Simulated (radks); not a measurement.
Hf III, configuration [Kr] 4d10 4f14 5p6 5d2 6p2 (not the ground configuration). Calculated with a radial shooting solver on a logarithmic mesh with Libxc functionals: scalar-relativistic Kohn-Sham, LDA (Slater exchange, VWN5 correlation), spin-polarised, spherical densities, point nucleus; open shells are filled with parallel spins first (spin-orbit coupling, left out, can overturn this in heavy ions).

Radial electron density D(r) = 4 pi r^2 rho(r):

```
   r/bohr * D(r) (the largest magnitude, 131, reaches the edge; | marks zero)
0.0008106 | *
0.0009436 |  *
 0.001099 |  *
 0.001279 |   *
 0.001489 |    *
 0.001733 |      *
 0.002018 |       *
 0.002349 |         *
 0.002735 |           *
 0.003183 |              *
 0.003706 |                 *
 0.004314 |                    *
 0.005023 |                        *
 0.005847 |                           *
 0.006807 |                               *
 0.007988 |                                   *
   0.0093 |                                     *
  0.01083 |                                       *
   0.0126 |                                        *
  0.01467 |                                        *
  0.01708 |                                      *
  0.01989 |                                     *
  0.02315 |                                    *
  0.02695 |                                    *
  0.03137 |                                      *
  0.03652 |                                          *
  0.04252 |                                               *
   0.0495 |                                                    *
  0.05763 |                                                      *
  0.06709 |                                                     *
   0.0781 |                                                *
  0.09092 |                                           *
   0.1058 |                                         *
   0.1232 |                                           *
   0.1434 |                                               *
    0.167 |                                                 *
   0.1944 |                                             *
   0.2263 |                                    *
   0.2635 |                           *
   0.3067 |                        *
   0.3571 |                          *
   0.4157 |                            *
   0.4839 |                            *
   0.5634 |                       *
   0.6559 |                *
   0.7635 |           *
   0.8889 |       *
    1.043 |     *
    1.214 |    *
    1.414 |  *
    1.646 | *
    1.916 |*
     2.23 |*
    2.597 |*
    3.023 *
    3.519 *
    4.097 *
    4.769 *
    5.552 *
    6.464 *
    7.525 *
     8.76 *
```

D(r) has 4 maxima, at r = 0.0129, 0.0586, 0.163, 0.440 bohr, and minima at 0.0249, 0.106, 0.309 bohr, inside which lie 1.92, 11.08, 29.85 electrons.
